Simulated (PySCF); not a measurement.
Rubidium: a sound run and one with changed settings

Sound run: Rb+ [Kr], Rb(2+) [Ar] 3d10 4s2 4p5. All numbers are calculated (PySCF 2.14, scalar relativity through the core potential, in def2-SVP with the def2 core potential (28 electrons) (5s3p2d, 24 functions)). The sound run starts from symmetry-adapted Hartree-Fock orbitals and uses a fine grid where one is needed.

Changed run: basis STO-3G, all-electron and non-relativistic. This setting is unsound on purpose.

```
species  method  sound run (hartree)  changed run (hartree)  converged
    Rb+     UHF            -23.66254            -2907.64744        yes
    Rb+     PBE            -23.92454            -2908.55170        yes
    Rb+    PBE0            -23.92704            -2908.78489        yes
 Rb(2+)     UHF            -22.68381            -2906.67963        yes
 Rb(2+)     PBE            -22.91538            -2907.55393        yes
 Rb(2+)    PBE0            -22.91461            -2907.78359        yes
```

Ionisation energy of Rb+:

```csv
method,sound run (eV),changed run (eV)
UHF,26.633,26.336
PBE,27.461,27.151
PBE0,27.550,27.247
```

A minimal basis cannot let orbitals breathe on ionisation and holds almost no correlation. The Hamiltonian changed with the basis, so the totals do not compare.

For comparison, NIST gives 27.290 eV between the lowest levels.
